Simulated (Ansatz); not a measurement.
C₃H₇NSi (`C=C=C(N)[SiH3]`), relaxed with RKS PBE0-D4/def2-TZVP in Ansatz from a PBE-D4/def2-SVP geometry. The force threshold is 0.005 eV/Å; the program also tests the step.

Total charge 0; spin multiplicity 1.

Start:

```xyz
12

C    -1.633    0.286   -1.707
C    -0.674    0.330   -0.802
C     0.251    0.331    0.154
N     0.909    1.464    0.670
Si    0.562   -1.312    1.044
H    -1.422    0.082   -2.773
H    -2.695    0.454   -1.443
H     1.895    1.302    0.896
H     0.805    2.307    0.096
H     2.050   -1.479    1.240
H    -0.078   -1.322    2.407
H     0.030   -2.445    0.219
```

Question: How much energy does the relaxation release, and in how many steps? (Best estimate.)

Answer: Ansatz gave: 0.06 eV, in 14 steps, 3 of them rejected.

Question: Which bonds change most? (An estimate is asked.)

Answer: Computed: C3–Si5 from 1.894 to 1.872 Å; C2–C3 from 1.330 to 1.309 Å; C1–H7 from 1.107 to 1.087 Å; C1–H6 from 1.106 to 1.087 Å.

Question: Give the relaxed structure. (Best estimate.)

Answer: Ansatz gave: 
```xyz
12

C    -1.591    0.277   -1.696
C    -0.666    0.323   -0.780
C     0.232    0.325    0.172
N     0.872    1.470    0.674
Si    0.554   -1.307    1.032
H    -1.352    0.084   -2.738
H    -2.640    0.435   -1.454
H     1.840    1.318    0.916
H     0.776    2.283    0.081
H     2.027   -1.519    1.124
H     0.015   -1.288    2.418
H    -0.067   -2.401    0.252
```
